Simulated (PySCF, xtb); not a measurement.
I₃Sb, SMILES [Sb]([I])([I])[I] (connectivity only; charge and spin as stated), charge -1, multiplicity 2.

Harmonic wavenumbers (cm⁻¹) from GFN2-xTB (xtb) at its own minimum, in rising order: 33, 39, 48, 112, 132, 183.

Problem. What does PBE-D3(BJ)/def2-SVPD (PySCF) give at its own minimum? (The exact figures need the calculation; the answer reports its results.)

Solution. 11, 12, 12, 111, 144, 144. Paired by order, the mean absolute difference is 23 cm⁻¹ and the zero-point energies are 0.8 and 0.6 kcal/mol.
